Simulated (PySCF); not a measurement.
**Frontier orbitals and the lowest excitations**

InEt2(OMe), C5H13InO.
Z-matrix (Å and degrees, PBE0-D3(BJ)/def2-SVP geometry), rows numbered from 1:
```
In
C   1  2.1624
C   2  1.5236  1  112.36
H   2  1.1036  1  105.22  3  -120.96
H   2  1.1014  1  109.51  3   125.31
H   3  1.1038  2  111.46  1  -172.17
H   3  1.1001  2  111.70  1   -51.47
H   3  1.1012  2  111.75  1    68.14
C   1  2.1713  2  143.40  3  -152.17
C   9  1.5252  1  113.24  2   111.95
H   9  1.1010  1  108.36  2   -12.09
H   9  1.1027  1  106.09  2  -126.37
H  10  1.1037  9  111.52  1   177.63
H  10  1.1019  9  112.19  1   -62.66
H  10  1.1015  9  112.04  1    57.82
O   1  2.0266  2  105.02  3    27.60
C  16  1.3832  1  126.19  2   176.45
H  17  1.1092 16  111.23  1  -128.29
H  17  1.1101 16  111.85  1   112.99
H  17  1.1125 16  114.50  1    -7.91
```

Method used: PySCF 2.14.0, density-fitted response routines, TDDFT CAM-B3LYP/def2-SVPD, vertical, gas phase, core orbitals frozen in the response, def2 core potentials past Kr. Spin–orbit coupling is left out.

Frontier orbitals with the atoms that hold most of them (Löwdin shares over 4%, at most four atoms; ? is withheld):

```json
{"orbital": "HOMO-3", "ε (eV)": "-10.48", "atoms": "C9 16%, In1 16%, O16 15%, C2 11%"}
{"orbital": "HOMO-2", "ε (eV)": "-8.46", "atoms": "O16 30%, C2 21%, In1 12%, C17 9%"}
{"orbital": "HOMO-1", "ε (eV)": "-8.30", "atoms": "?"}
{"orbital": "HOMO", "ε (eV)": "-8.14", "atoms": "?"}
{"orbital": "LUMO", "ε (eV)": "-0.10", "atoms": "In1 58%, O16 10%, C2 7%, C9 7%"}
{"orbital": "LUMO+1", "ε (eV)": "0.13", "atoms": "In1 61%, C9 7%, C2 6%"}
{"orbital": "LUMO+2", "ε (eV)": "1.45", "atoms": "In1 49%, O16 7%, C17 6%, H11 6%"}
```

Q: Give the leading atoms of the HOMO-1.

A: O16 (bonded to C and In) 64%; C17 (bonded to O and 3 H) 16%; H19 (bonded to C) 8%; In1 (bonded to 2 C and O) 4%.

Q: Which atoms hold the HOMO, and with what shares?

A: O16 (bonded to C and In) 26%; C9 (bonded to C, In and 2 H) 23%; In1 (bonded to 2 C and O) 12%; C2 (bonded to C, In and 2 H) 9%. By element: carbon 32% or more, oxygen 26%, indium 12%.

Q: How does S1 compare with the orbital gap of 8.05 eV?

A: S1 is at 4.76 eV (f = 0.0011), 3.29 eV below the gap, made of HOMO→LUMO (93%). 

Q: One configuration dominates each of S1, S2, S3 and S6. Which, and how do the shares of the two leading atoms of either orbital change from the occupied to the empty one?

A: 
- S1 (4.76 eV, f 0.0011), HOMO→LUMO (93%): O16 26% → 10%, C9 23% → 7%, In1 12% → 58%
- S2 (5.13 eV, f 0.0031), HOMO-2→LUMO (88%): O16 30% → 10%, C2 21% → 7%, In1 12% → 58%
- S3 (5.33 eV, f 0.031), HOMO-1→LUMO (75%): O16 64% → 10%, C17 16% → at most 8%, In1 4% → 58%
- S6 (5.98 eV, f 0.187), HOMO-2→LUMO+1 (78%): O16 30% → at most 4%, C2 21% → 6%, In1 12% → 61%, C9 at most 9% → 7%

One conformer stands for the species.
